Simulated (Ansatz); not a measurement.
Consider the substitution at a C–Si bond: `C=C[SiH](F)S[SiH2]Cl` + HBr → `C=CBr` + `F[SiH2]S[SiH2]Cl`.

Program: Ansatz. Geometries: PBE0-D4/def2-TZVP. ΔE: electronic, gas phase. CCSD(T)/CBS is the MP2 limit (def2-TZVPP, def2-QZVPP) plus CCSD(T) − MP2 in def2-TZVPP, frozen cores. Functionals use def2-TZVPP. B3LYP here is the variant with VWN-RPA as its local correlation; programs differ in this. For Br outer-core shells are correlated without core-valence functions, which leaves a few kJ/mol of doubt a bond. Scalar relativity is left out up to krypton. Each species was taken in one conformer, which may not be the lowest.

`C=C[SiH](F)S[SiH2]Cl`:

Cartesian coordinates in Å:
```
C 1.727 1.140 -0.239
C 1.355 -0.042 0.247
Si 0.443 -1.279 -0.768
F 0.248 -0.652 -2.225
S -1.451 -1.776 0.076
Si -2.117 0.167 0.621
Cl -1.453 0.719 2.484
H 1.514 1.426 -1.264
H 2.254 1.870 0.368
H 1.580 -0.282 1.284
H 1.140 -2.575 -0.921
H -1.646 1.184 -0.342
H -3.593 0.102 0.679
```

HBr:

Cartesian coordinates in Å:
```
Br -0.148 -0.521 0.459
H 0.148 0.521 -0.459
```

`C=CBr`:

Z-matrix (Å, degrees):
```
C
C 1 1.319
H 1 1.084 2 119.4
H 1 1.083 2 122.5 3 180.0
Br 2 1.881 1 123.4 3 180.0
H 2 1.082 1 124.1 3 -0.0
```

`F[SiH2]S[SiH2]Cl`:

Cartesian coordinates in Å:
```
F 0.402 2.339 0.807
Si 0.591 0.821 1.259
S -1.165 -0.304 0.862
Si -0.747 -0.776 -1.171
Cl 0.488 -2.405 -1.333
H 1.737 0.276 0.498
H 0.800 0.803 2.721
H -0.070 0.358 -1.835
H -2.037 -1.111 -1.808
```

Question: Is it downhill or uphill in electronic energy at CCSD(T)/CBS, and by how much? (Estimate.)

Answer: The calculation gave: Uphill: ΔE = +0.68 eV.

Question: What do these levels give: PBE-D4, r2SCAN-D4, B2PLYP, r2SCAN, PBE0, B3LYP, HF/def2-TZVPP, MP2/def2-TZVPP, SCS-MP2/def2-TZVPP, HF/def2-QZVPP, SCS-MP2/def2-QZVPP, HF/CBS(def2)? (Best estimate.)

Answer: Ansatz gave: PBE-D4 0.62, r2SCAN-D4 0.66, B2PLYP 0.60, r2SCAN 0.63, PBE0 0.59, B3LYP 0.55, HF/def2-TZVPP 0.61, MP2/def2-TZVPP 0.66, SCS-MP2/def2-TZVPP 0.62, HF/def2-QZVPP 0.61, SCS-MP2/def2-QZVPP 0.63, HF/CBS(def2) 0.61 eV.

Largest T1 diagnostic among the species: 0.011.

The D4 term adds +0.13 eV with B3LYP and +0.08 eV with PBE0; it sums over pairs of atoms, weighted by their polarisabilities, and B3LYP, whose exchange is more repulsive, gets the larger term. From PBE to PBE0 (25 % exact exchange), in def2-TZVPP and without D4, ΔE moves by +0.06 eV.
